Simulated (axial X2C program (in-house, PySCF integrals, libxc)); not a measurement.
**GeCl at several levels of theory**

All values were computed with an axial X2C code built on PySCF integrals. Spin-free means the one-electron spin-free X2C Hamiltonian; two-component (2c) means X2C with spin–orbit coupling and atomic mean-field two-electron Coulomb and Gaunt terms, so the difference of the two also holds small scalar two-electron terms. Basis: Ge dyall-cv3z [9s9p7d4f1g], Cl dyall-av3z [9s8p3d2f] (cores contracted in-house); Gaussian nuclei, density fitting, unrestricted open shells. Masses: Ge 73.921 u, Cl 34.969 u.

State, spin-free: M_S = 1/2, Λ = 1 (beyond evenly filled blocks: π+α); electrons by block: σα: 12, σβ: 12, π+α: 6, π+β: 5, π-α: 5, π-β: 5, δ+α: 1, δ+β: 1, δ-α: 1, δ-β: 1. Fragments: Ge + Cl.

State, 2c: Ω = 1/2 (⟨Sz⟩ = -0.50, ⟨Lz⟩ = 1.00 at PBE0); electrons by block: 1/2: 18, -1/2: 17, 3/2: 6, -3/2: 6, 5/2: 1, -5/2: 1. Fragments: Ge + Cl.

```
Hamiltonian    level  Re (Å)  ωe (cm⁻¹)  αe (cm⁻¹)  De (eV)  D0 (eV)  k (mdyn/Å)  μ (D)
  spin-free     PBE0   2.177      400.3   0.000716     4.05     4.03        2.24  -1.75
  spin-free       HF   2.192      395.0   0.000718     2.62     2.60        2.18  -2.12
  spin-free      MP2   2.186      400.6   0.000697     4.05     4.03        2.24    n/a
  spin-free     CCSD   2.190      397.4   0.000701     3.77     3.75        2.21    n/a
  spin-free  CCSD(T)   2.193      395.0   0.000703     3.90     3.88        2.18    n/a
  spin-free      PBE   2.197      384.5   0.000723     4.23     4.20        2.07  -1.68
         2c     PBE0   2.178      399.5   0.000717      n/a      n/a        2.23  -1.77
         2c       HF   2.193      394.2   0.000719      n/a      n/a        2.17  -2.15
         2c      MP2   2.187      399.9   0.000698      n/a      n/a        2.24    n/a
         2c     CCSD   2.191      396.7   0.000702      n/a      n/a         2.2    n/a
         2c  CCSD(T)   2.194      394.3   0.000703      n/a      n/a        2.17    n/a
         2c      PBE   2.199      383.7   0.000723      n/a      n/a        2.06  -1.70
```

Correlated methods: 11 electrons correlated (number of frozen shells: Ge 3 s, 2 p, 1 d; Cl 2 s, 1 p), 233 virtual spin orbitals or spinors in MP2, 90 natural virtuals in coupled cluster.

Dipoles are positive if Cl is the positive end.

One determinant describes the state; a PBE0 search over occupations chose it and may have missed a lower one. Dissociation energies refer to the lowest single-determinant-based atoms at the same level and basis. De is not given where an atomic determinant may have missed its ground term or J level, or where the truncated virtual space spoils (T). Density functionals use the spin component along the axis (collinear). CCSD and (T) use frozen natural virtuals with an MP2 correction for the truncation; (T) itself is uncorrected, so its De runs slightly low. The functionals have no current-density term, which raises determinants with orbital currents, atoms included. With the outer-core shells frozen, correlated bond lengths of heavy atoms tend to come out a few hundredths of an ångström too long.

Rough cost a point (2c) on 1 thread(s) of a shared host, integrals apart: PBE0 0.6 s, HF 0.3 s, CCSD(T) 6 s, PBE 0.3 s.

The whole task took 2.1 min on 1 thread of Intel(R) Xeon(R) Processor @ 2.30GHz, with other jobs on the host.
